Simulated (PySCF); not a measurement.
H₂S₂, charge +1, doublet, at a GFN2-xTB geometry (a state made from the parent by changing its charge; the spin is typed, not shown lowest). Base run: HF/6-31G (PySCF).

Geometry (Å):
```xyz
4

S     -0.8096    -0.0377     0.5946
S      0.8096     0.0377    -0.5946
H     -1.7186    -0.0813    -0.4051
H      1.7186     0.0813     0.4051
```
Charge +1, spin multiplicity 2.
Orbitals are unrestricted.
All else is at PySCF's defaults.

The base run was repeated with changes; each row names its change, and settings that it needs were set with it.

| change | E (Eh) | HOMO (eV) | <S^2> | core-seconds (rough) |
|---|---|---|---|---|
| base | -795.75568 | -17.89 | 0.760 | 0.5 |
| functional = wb97m_v | -797.06747 | -16.68 | 0.751 | 40 |
| functional = b3lyp; dispersion = d3bj | -797.16356 | -14.31 | 0.752 | 3 |
| functional = mn15 | -796.83562 | -15.18 | 0.752 | 4 |
| functional = b97-1 | -797.04789 | -14.28 | 0.752 | 2 |
| functional = blyp | -797.13031 | -13.00 | 0.751 | 3 |
| functional = lc_wpbe | -796.86952 | -17.54 | 0.752 | 7 |
| functional = o3lyp | -797.12224 | -13.84 | 0.752 | 3 |
| functional = r2scan | -797.06976 | -13.57 | 0.752 | 4 |
| functional = b3lyp5 | -797.03210 | -14.22 | 0.752 | 2 |
| functional = bhandhlyp | -797.10638 | -15.89 | 0.754 | 3 |
| functional = m062x | -797.06294 | -15.77 | 0.753 | 3 |
| functional = tpssh | -797.16197 | -13.94 | 0.751 | 5 |

Totals shift with the method and basis; they matter in differences.

Open shells are given as the SCF converged; they aren't shown to be the lowest states, and a large step between rows can be another state.
